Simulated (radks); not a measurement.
All-electron atom: Cd3+ in [Kr] 4d8 6s1 (not the ground configuration). Method: scalar-relativistic Kohn-Sham, PBE, spin-unpolarised, spherical densities, finite nucleus; Fermi nuclear charge, rms radius 4.6087 fm; computed with a radial shooting solver on a logarithmic mesh with Libxc functionals.

X-ray form factor f0, the Fourier transform of the density (f0(0) = 45):

sin(theta)/lambda (1/angstrom)  f0 (electrons)
0.05                                    44.241
0.1                                     42.507
0.15                                    40.492
0.2                                     38.278
0.25                                    35.822
0.3                                     33.272
0.4                                     28.588
0.5                                     24.889
0.6                                     22.120
0.8                                     18.381
1                                       15.653
1.25                                    12.643
1.5                                     10.083
2                                        6.861
